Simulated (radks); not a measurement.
The nuclear charge of the terbium ion Tb2+ is varied continuously with 63 electrons held in [Xe] 4f9. All-electron calculation, scalar-relativistic Kohn-Sham, r2SCAN, spin-polarised, spherical densities, finite nucleus; open shells are filled with parallel spins first (spin-orbit coupling, left out, can overturn this in heavy ions); meta-GGA in the generalised Kohn-Sham scheme; Fermi nuclear charge, rms radius 5.06 fm. Program: a radial shooting solver on a logarithmic mesh with Libxc functionals. By the Hellmann-Feynman theorem dE/dZ = E(electron-nucleus)/Z, the electronic potential at the nucleus (averaged over a nucleus of fixed radius). The scalar-relativistic energy here is not variational (the density holds large components alone), so the two differ by a part that grows with Z.

\begin{tabular}{lrrrrr}
Z & E (hartree) & E(electron-nucleus)/Z (hartree) & HOMO & e(HOMO) (eV) & <r> HOMO (bohr) \\ \hline
64 & -11271.4988 & -429.757 & 4f & -2.020 & 2.050 \\
64.5 & -11488.8882 & -434.789 & 4f & -6.152 & 1.052 \\
65 & -11708.7990 & -439.732 & 4f & -13.470 & 0.9354 \\
65.5 & -11931.2155 & -444.668 & 4f & -21.929 & 0.8718 \\
66 & -12156.1375 & -449.605 & 4f & -31.264 & 0.8255 \\
\end{tabular}

The central difference of E at Z = 65 is -442.327 hartree, to compare with the third column; the second derivative is -10 hartree.
